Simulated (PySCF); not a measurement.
Species: C10H8O2.
Geometry (PBE0-D3(BJ)/def2-SVP, Å), atoms numbered from 1 in this order:
```
atom  x, y, z in Å
C1     2.9390    0.8277   -1.2538
C2     1.9768   -0.0596   -1.0080
C3     1.2968   -0.2055    0.3169
O4     1.3367   -1.5655    0.7515
C5     0.0939   -2.0717    0.9842
O6    -0.0946   -3.1903    1.3595
C7    -0.8783   -0.9961    0.6831
C8    -2.2681   -1.0108    0.7515
C9    -2.9415    0.1546    0.3939
C10   -2.2327    1.2902   -0.0233
C11   -0.8386    1.2914   -0.0910
C12   -0.1732    0.1272    0.2757
H13    3.3859    0.9258   -2.2459
H14    3.3198    1.4877   -0.4678
H15    1.6059   -0.7235   -1.7968
H16    1.8162    0.4079    1.0740
H17   -2.7956   -1.9106    1.0750
H18   -4.0325    0.1878    0.4334
H19   -2.7846    2.1905   -0.3038
H20   -0.2927    2.1758   -0.4275
```

Computed with PySCF 2.14.0, PBE0-D3(BJ)/def2-SVP geometry optimisation, gas phase.

Masses are those of the commonest isotopes; rigid-rotor values at the optimised geometry. The values belong to one conformer with, in the numbering `[CH2:1]=[CH:2][C@@H:3]1[O:4][C:5](=[O:6])[c:7]2[cH:8][cH:9][cH:10][cH:11][c:12]21`, C1–C2–C3–O4 -128°.

Problem. Give the principal moments of inertia and the rotational constants in MHz.

Solution. Ia = 379.50, Ib = 542.15, Ic = 886.97 u·Å²; 505379 MHz·u·Å²/I gives A = 1332, B = 932.2, C = 569.8 MHz.

Problem. Classify the top.

Solution. An asymmetric top; Ray's κ = -0.049.

Problem. Is it planar, by Δ = Ic − Ia − Ib?

Solution. Not planar: Δ = Ic − Ia − Ib = -34.67 u·Å². For a rigid frame Δ = −2 Σ m c², so Σ m c² = 17.34 u·Å² lies off the ab plane: 6.85 from hydrogen and 10.48 from heavier atoms. The atom farthest from that plane is 1.59 Å away.

Problem. Give the other two planar moments, Paa and Pbb, and the rms extents of the mass along the axes.

Solution. Paa = Σ m a² = (Ib + Ic − Ia)/2 = 524.81 and Pbb = Σ m b² = (Ia + Ic − Ib)/2 = 362.17 u·Å². With the mass M = 160.05 u, the rms extents √(P/M) along a, b and c are 1.81, 1.50, 0.33 Å.

Problem. Where do the levels up to J = 5 lie, in MHz?

Solution. Above 0(0,0):
J = 1: 1(0,1) 1502, 1(1,1) 1901, 1(1,0) 2264
J = 2: 2(0,2) 4347, 2(1,2) 4543, 2(1,1) 5630, 2(2,1) 6829, 2(2,0) 6987
J = 3: 3(0,3) 8351, 3(1,3) 8421, 3(1,2) 10546, 3(2,2) 11335, 3(2,1) 11995, 3(3,1) 14323, 3(3,0) 14372
J = 4: 4(0,4) 13462, 4(1,4) 13482, 4(1,3) 16810, 4(2,3) 17213, 4(2,2) 18758, 4(3,2) 20552, 4(3,1) 20848, 4(4,1) 24440, 4(4,0) 24453
J = 5: 5(0,5) 19695, 5(1,5) 19700, 5(1,4) 24217, 5(2,4) 24376, 5(2,3) 27110, 5(3,3) 28286, 5(3,2) 29202, 5(4,2) 32297, 5(4,1) 32398, 5(5,1) 37209, 5(5,0) 37212

Problem. Which lines would a microwave search look for?

Solution. The dipole components are |μa| = 0.48 D, |μb| = 5.00 D, |μc| = 0.22 D. Intensities carry the squares of the components, which stand as 0.01 : 1.00 : 0.00 (a : b : c). Some lines, for components of 0.1 D or more:

| type | branch | J(Ka,Kc) | MHz | lower level (cm⁻¹) |
| --- | --- | --- | --- | --- |
| c | Q | 2(2,1) ← 2(1,1) | 1199 | 0.188 |
| b | Q | 3(2,1) ← 3(1,2) | 1449 | 0.352 |
| a | R | 1(0,1) ← 0(0,0) | 1502 | 0.000 |
| b | R | 1(1,1) ← 0(0,0) | 1901 | 0.000 |
| c | R | 1(1,0) ← 0(0,0) | 2264 | 0.000 |
| c | Q | 3(3,1) ← 3(2,1) | 2328 | 0.400 |
| b | Q | 3(3,0) ← 3(2,1) | 2377 | 0.400 |
| a | R | 2(1,2) ← 1(1,1) | 2642 | 0.063 |
| b | Q | 4(4,0) ← 4(3,1) | 3605 | 0.695 |
| b | R | 3(0,3) ← 2(1,2) | 3808 | 0.152 |
| a | R | 3(2,2) ← 2(2,1) | 4506 | 0.228 |
| b | Q | 5(5,1) ← 5(4,2) | 4912 | 1.077 |
| b | R | 4(1,3) ← 3(2,2) | 5476 | 0.378 |
| a | R | 5(1,5) ← 4(1,4) | 6218 | 0.450 |
| a | R | 4(3,2) ← 3(3,1) | 6229 | 0.478 |
| b | R | 5(2,3) ← 4(3,2) | 6558 | 0.686 |
| a | R | 4(2,2) ← 3(2,1) | 6763 | 0.400 |
| a | R | 5(1,4) ← 4(1,3) | 7407 | 0.561 |
| b | R | 3(3,0) ← 2(2,1) | 7543 | 0.228 |
| b | R | 5(2,4) ← 4(1,3) | 7566 | 0.561 |
| a | R | 5(4,1) ← 4(4,0) | 7945 | 0.816 |
| a | R | 5(2,3) ← 4(2,2) | 8352 | 0.626 |
| b | R | 4(3,2) ← 3(2,1) | 8557 | 0.400 |
| b | R | 5(3,3) ← 4(2,2) | 9528 | 0.626 |
| c | R | 5(4,2) ← 4(3,2) | 11745 | 0.686 |
| c | R | 5(5,0) ← 4(4,0) | 12759 | 0.816 |
| b | R | 5(5,0) ← 4(4,1) | 12771 | 0.815 |

Problem. Estimate the classical rotational partition function at 25 K, 200 K and 500 K.

Solution. Point group C1, symmetry number σ = 1; q = (√π/σ)·√((kT/h)³/(ABC)), k/h = 20836.6 MHz/K: 25100 at 25 K, 567000 at 200 K, 2240000 at 500 K.

Not checked by PBE0-D3(BJ)/def2-SVP frequencies. These are rigid-rotor constants of the computed structure; measured ground-state constants (B0) also hold zero-point vibration.
